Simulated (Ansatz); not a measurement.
`CO[BH][ZnH]` + HCl → `Cl[BH][ZnH]` + CH₃OH at 600 K and 1 bar (ligand exchange at a B–O bond).

Gas-phase electronic energies from Ansatz, PBE0-D4/def2-TZVP geometries. CBS: MP2 limit from def2 TZ/QZ plus the TZ coupled-cluster correction, frozen cores. This one scheme is used for every species. For Zn outer-core shells are correlated without core-valence functions, which leaves a few kJ/mol of doubt a bond. Scalar relativity is left out up to krypton. One conformer a species, not always the lowest.

| species | CCSD(T)/CBS energy (Eh) | H − E (kJ/mol) | S (J/(mol·K)) |
| --- | --- | --- | --- |
| `CO[BH][ZnH]` | -1919.39909 | 212.8 | 401.0 |
| HCl | -460.38127 | 35.4 | 207.2 |
| `Cl[BH][ZnH]` | -2264.14522 | 88.3 | 351.9 |
| CH₃OH | -115.61712 | 163.6 | 277.3 |

H − E and S are ideal-gas, rigid-rotor, harmonic terms from PBE0-D4/def2-TZVP, for one conformer and one mirror image of each species. 1 Eh = 2625.50 kJ/mol, R = 8.31446 J/(mol·K).

**Question.** By hand: ΔE, ΔH, ΔS and ΔG.

**Answer.** ΔE = (-2264.14522) + (-115.61712) − (-1919.39909) − (-460.38127) = 0.01802 Eh = 47.3 kJ/mol. Δ(H − E) = 88.3 + 163.6 − 212.8 − 35.4 = 3.7, so ΔH = 51.0 kJ/mol. ΔS = 351.9 + 277.3 − 401.0 − 207.2 = 21.0 J/(mol·K). ΔG = 51.0 − 600 × (21.0)/1000 = 38.4 kJ/mol.

**Question.** By hand: the equilibrium constant, and the temperature at which ΔG would vanish if ΔH and ΔS stayed fixed.

**Answer.** log₁₀ K = −ΔG/(RT ln 10) = -3.3. ΔG = 0 at ΔH/ΔS = 2429 K.

ΔH outweighs TΔS. A doubt of 5 kJ/mol in ΔE shifts log₁₀ K by 0.4 here. Other conformers and mirror images would add mixing entropy, several J/(mol·K) or more a flexible species. These are equilibria of isolated gas molecules and say nothing of rates. Largest T1 diagnostic: 0.016 (customary marks: 0.02 for closed shells, 0.045 for open ones).
